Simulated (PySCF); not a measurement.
ClH2SbTe2, SMILES [Cl][Sb]([TeH])[TeH]. Heavy atoms are numbered as in [Sb:1]([Cl:2])([TeH:3])[TeH:5]. Hydrogens are named by the atom that carries them.

Geometry optimised at B3LYP-D3(BJ)/def2-SVP. A frequency run showed that this geometry is not a minimum. The def2 effective core potentials stand for the cores of Sb, Te; spin–orbit coupling is left out.

Method: PySCF with PBE/def2-TZVP.

Atomic charges (e), one atom of each kind:

```csv
atom,Löwdin,Mulliken
Sb1,0.00,0.44
Cl2,-0.08,-0.32
Te3 (TeH),0.03,-0.13
H on Te3,0.01,0.07
```
